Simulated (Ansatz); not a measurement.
Isolated molecules relaxed with PBE0-D4/def2-TZVP in Ansatz; ΔE leaves out vibrations. CCSD(T)/CBS is the MP2 limit (def2-TZVPP, def2-QZVPP) plus CCSD(T) − MP2 in def2-TZVPP, frozen cores. DFT in def2-TZVPP. B3LYP here is the variant with VWN-RPA as its local correlation; programs differ in this. Each species was taken in one conformer, which may not be the lowest.

`FB(F)B(F)F` + `O=CC1CO1` → `FB(F)C1CO1` + `O=CB(F)F`  (formal exchange of groups at a B–B bond)

```json
{"level": "PBE-D4", "ΔE (kcal/mol)": "-2.1", "difference from CCSD(T)/CBS": "1.9"}
{"level": "r2SCAN-D4", "ΔE (kcal/mol)": "-3.2", "difference from CCSD(T)/CBS": "0.8"}
{"level": "PBE0-D4", "ΔE (kcal/mol)": "-2.9", "difference from CCSD(T)/CBS": "1.1"}
{"level": "B3LYP-D4", "ΔE (kcal/mol)": "-3.6", "difference from CCSD(T)/CBS": "0.4"}
{"level": "ωB97X-V", "ΔE (kcal/mol)": "-3.1", "difference from CCSD(T)/CBS": "0.9"}
{"level": "ωB97M-V", "ΔE (kcal/mol)": "-4.4", "difference from CCSD(T)/CBS": "-0.4"}
{"level": "PBE", "ΔE (kcal/mol)": "-1.9", "difference from CCSD(T)/CBS": "2.1"}
{"level": "r2SCAN", "ΔE (kcal/mol)": "-3.2", "difference from CCSD(T)/CBS": "0.8"}
{"level": "PBE0", "ΔE (kcal/mol)": "-2.8", "difference from CCSD(T)/CBS": "1.2"}
{"level": "HF/def2-TZVPP", "ΔE (kcal/mol)": "-4.3", "difference from CCSD(T)/CBS": "-0.3"}
{"level": "CCSD/def2-TZVPP", "ΔE (kcal/mol)": "-4.2", "difference from CCSD(T)/CBS": "-0.2"}
{"level": "CCSD(T)/def2-TZVPP", "ΔE (kcal/mol)": "-3.9", "difference from CCSD(T)/CBS": "0.1"}
{"level": "MP2/def2-QZVPP", "ΔE (kcal/mol)": "-4.0", "difference from CCSD(T)/CBS": "0.0"}
{"level": "SCS-MP2/def2-QZVPP", "ΔE (kcal/mol)": "-4.2", "difference from CCSD(T)/CBS": "-0.2"}
{"level": "HF/CBS(def2)", "ΔE (kcal/mol)": "-4.2", "difference from CCSD(T)/CBS": "-0.2"}
{"level": "MP2/CBS(def2)", "ΔE (kcal/mol)": "-4.0", "difference from CCSD(T)/CBS": "0.0"}
{"level": "CCSD(T)/CBS", "ΔE (kcal/mol)": "-4.0", "difference from CCSD(T)/CBS": "0"}
```

Largest T1 diagnostic among the species: 0.015.

From PBE to PBE0 (25 % exact exchange), in def2-TZVPP and without D4, ΔE moves by −0.8 kcal/mol.
